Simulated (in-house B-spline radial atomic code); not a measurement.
Checks on a self-consistent run for Co⁸⁺, [Ne] 3s2 (3p1/2)2 (3p3/2)2 3d3. Method: Dirac-Hartree-Fock, average of the jj configuration, Fermi nucleus of rms radius 3.7875 fm. Calculated with an all-electron radial atomic-structure program (B-spline basis).

| orbital | q | ε (Eh) | <1/r> | <r²> | small-component weight |
| --- | --- | --- | --- | --- | --- |
| 1s1/2 | 2 | -293.03099 | 27.0398 | 0.00424095 | 0.0094555 |
| 2s1/2 | 2 | -42.46635 | 5.88692 | 0.0756087 | 0.001783 |
| 2p1/2 | 2 | -37.64243 | 5.80665 | 0.0602171 | 0.001748 |
| 2p3/2 | 4 | -37.03010 | 5.6864 | 0.0620913 | 0.0017166 |
| 3s1/2 | 2 | -10.59462 | 1.96811 | 0.590371 | 0.00044157 |
| 3p1/2 | 2 | -9.10598 | 1.87517 | 0.613874 | 0.0004105 |
| 3p3/2 | 2 | -9.05922 | 1.85965 | 0.622631 | 0.00040949 |
| 3d3/2 | 1.2 | -6.79608 | 1.68489 | 0.620753 | 0.00034282 |
| 3d5/2 | 1.8 | -6.69634 | 1.6796 | 0.626462 | 0.00034173 |

Electron-electron repulsion V_ee = 394.5807 hartree.

Task: What total energy follows from the eigenvalues?

Result: The eigenvalues count the repulsion twice, so E = Σqε - V_ee = -972.128 - 394.581 = -1366.709 hartree; the run printed -1366.709.

Task: Does the Dirac virial theorem hold?

Result: For a point nucleus E = -2c²Σq·w, with w the small-component weight. Here Σq·w = 0.036389 and c = 137.0360, so the ratio E/(-2c²Σq·w) is 1.000007; the finite nucleus accounts for the departure from 1.

Task: What diamagnetic shielding (Lamb formula) and susceptibility (Langevin formula) do the radii give?

Result: σ = (α²/3)Σq<1/r> = 116.663/(3·137.036²) = 2070.8 ppm, and χ = -0.79199×10⁻⁶·Σq<r²> = -4.795×10⁻⁶ cm³/mol with Σq<r²> = 6.0548 bohr². Both are non-relativistic formulas without the paramagnetism of open shells.
